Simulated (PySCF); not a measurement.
Input file for PySCF: R-HF/STO-3G on H6Si (a complex).

```python
from pyscf import gto, scf, dft, mp
from pyscf.data.elements import chemcore

mol = gto.M(
    atom='''
    Si    0.04975310    0.05632914   -0.01268721
    H     0.11787617    0.14422935   -1.48874344
    H    -1.33638392   -0.25746670    0.40139849
    H     0.45894487    1.34966639    0.57991665
    H     0.95838262   -1.01139831    0.46237679
    H    -0.10323497   -0.11933107    3.35926626
    H    -0.14336337   -0.15899551    4.10091112
    ''',
    basis='sto-3g',
    charge=0, spin=0, verbose=3, max_memory=1800)
mf = scf.RHF(mol)
mf.conv_tol = 1e-8
mf.max_cycle = 100
mf.kernel()
if not mf.converged:
    mf = mf.newton().run(mf.mo_coeff, mf.mo_occ)
```

### Question
Give the final energy of this run.

### Answer
-289.0264 hartree.
